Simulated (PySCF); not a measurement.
Mg(I)(NH2) (H2IMgN), SMILES [NH2][Mg][I]. The structure is a stationary point at PBE0-D3(BJ)/def2-TZVP. The def2 effective core potentials stand for the cores of I; spin–orbit coupling is left out. One conformer was computed; it need not be the lowest.

Computed with PBE0-D3(BJ)/def2-TZVP (PySCF).

Harmonic wavenumbers (cm⁻¹): 107, 116, 267, 281, 538, 739, 1556, 3588, 3670. Rotational constants (GHz): 379.1, 1.351, 1.346; symmetry number 2.

Question: Work out the zero-point energy and the ideal-gas rigid-rotor harmonic-oscillator thermochemistry at 298.15 K and 1 atm.

Answer: ZPE = ½ Σ hcν = ½ × 10862 cm⁻¹ = 15.53 kcal/mol. H − E(el) = 19.55 kcal/mol. Entropy in cal/(mol K): translation 41.25, rotation 22.28, vibration 10.48, total 74.01. G − E(el) = -2.52 kcal/mol. Cp = 17.26 cal/(mol K). Modes under 150 cm⁻¹ make the vibrational entropy uncertain.
